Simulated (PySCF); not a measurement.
**Where the electron goes**

C5H6SSi.
Cartesian coordinates in Å at the GFN2-xTB level; atoms count from 1:
```
atom  x, y, z in Å
C1     2.6946    0.5710   -0.5117
C2     1.8318   -0.1954   -0.1956
C3     0.7507   -1.0824    0.1888
C4    -0.5133   -0.3034    0.3935
C5    -1.2464   -0.2296    1.5127
S6    -2.6260    0.8378    1.2378
Si7   -1.5307    0.8621   -0.6809
H8     3.4691    1.2240   -0.7838
H9     1.0191   -1.6054    1.1123
H10    0.6090   -1.8263   -0.6035
H11   -1.1100   -0.7077    2.4677
H12   -1.0048    2.1897   -0.9430
H13   -2.3474    0.2661   -1.7263
```

Method: PySCF 2.14.0, density-fitted response routines, TDDFT B3LYP/def2-SVPD, vertical, gas phase, core orbitals frozen in the response.

Kohn–Sham orbitals with the atoms that hold most of them (Löwdin shares over 4%, at most four atoms; ? is withheld):

```json
{"orbital": "HOMO-3", "ε (eV)": "-8.37", "atoms": "S6 47%, Si7 14%, C4 10%, C2 10%"}
{"orbital": "HOMO-2", "ε (eV)": "-7.76", "atoms": "C1 37%, C2 35%, C3 9%"}
{"orbital": "HOMO-1", "ε (eV)": "-7.71", "atoms": "?"}
{"orbital": "HOMO", "ε (eV)": "-6.01", "atoms": "S6 53%, C4 20%, C5 15%, Si7 4%"}
{"orbital": "LUMO", "ε (eV)": "-0.86", "atoms": "?"}
{"orbital": "LUMO+1", "ε (eV)": "-0.75", "atoms": "C5 36%, C4 25%, Si7 9%, S6 8%"}
{"orbital": "LUMO+2", "ε (eV)": "-0.01", "atoms": "S6 50%, Si7 19%, C5 9%, C4 6%"}
```

**Question.** Which atoms hold the HOMO-1, and with what shares?

**Answer.** C1 (bonded to C and H) 38%; C2 (bonded to 2 C) 35%; C3 (bonded to 2 C and 2 H) 8%; S6 (bonded to C and Si) 6%. By element: carbon 80% or more, sulfur 6%.

**Question.** Which atoms hold the LUMO, and with what shares?

**Answer.** Si7 (bonded to C, S and 2 H) 41%; S6 (bonded to C and Si) 20%; H13 (bonded to Si) 10%; H12 (bonded to Si) 10%. By element: silicon 41%, sulfur 20%, hydrogen 20% or more.

**Question.** The HOMO–LUMO gap is 5.15 eV. Where does the response calculation put the lowest singlet, and from which orbitals?

**Answer.** S1 is at 4.14 eV (f = 0.0054), 1.02 eV below the gap, made of HOMO→LUMO (99%). 

**Question.** Give energy, strength and leading configuration of S1, S2 and S6, and follow the Löwdin shares of the leading atoms from the occupied to the empty orbital.

**Answer.** 
- S1 (4.14 eV, f 0.0054), HOMO→LUMO (99%): S6 53% → 20%, C4 20% → at most 10%, Si7 4% → 41%
- S2 (4.55 eV, f 0.081), HOMO→LUMO+1 (96%): S6 53% → 8%, C4 20% → 25%, C5 15% → 36%
- S6 (5.98 eV, f 0.0058), HOMO-1→LUMO+1 (78%): C1 38% → at most 8%, C2 35% → at most 8%, C5 at most 7% → 36%, C4 at most 7% → 25%

One conformer stands for the species.
